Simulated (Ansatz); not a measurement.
Ansatz (a quantum-chemistry and plane-wave program) input (HF/3-21G): The .json file is the Basis Set Exchange's 3-21G.

Ansatz 0.2 input:
```yaml
crystal:
  periodic: [false, false, false]
  atoms:
    - {symbol: O, position_ang: [0.74193571, -0.37024078, 0.01187776]}
    - {symbol: O, position_ang: [-0.58862360, 0.41115615, -0.01217488]}
    - {symbol: H, position_ang: [-1.22649695, -0.32732296, 0.00237695]}
basis:
  gaussian:
    orbitals: 3-21G.json
hamiltonian:
  xc: {name: HF}
total_charge: -1
phonons: {temperatures: {t_min: 298.15, t_max: 298.15, t_step: 100}}
```

Problem. Which harmonic wavenumbers does it give?

Solution. 956, 1188, 3617 cm⁻¹ (unscaled; negative means imaginary).
